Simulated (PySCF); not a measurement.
Protons, H atoms and electrons added to or taken from N=C=O. Gas-phase values, no solvent. One relaxed conformer stands for each flexible species; it need not be the lowest. Strings in code marks are SMILES.

Level of theory: PBE-D3(BJ)/def2-TZVP // M06-2X/def2-TZVP in PySCF. Excitations are Tamm–Dancoff values on a coarser integration grid. The basis has no diffuse functions, so Rydberg states are missing or too high.

```tsv
species	S1 excitation (TDA) (eV)	S1–T1 gap (TDA) (eV)
neutral parent (`N=C=O`)	6.67	[?]
proton added at N1 (`C(=[NH2+])=O`)	6.09	0.33
proton added at O3 (`[OH+]=C=N` (not the most basic site))	7.73	0.56
H atom removed from N1 (`[N]=C=O`)	–	–
```

Question: Complete the blanks.

Answer: 
- neutral parent (`N=C=O`), S1–T1 gap (TDA) (eV): 0.48
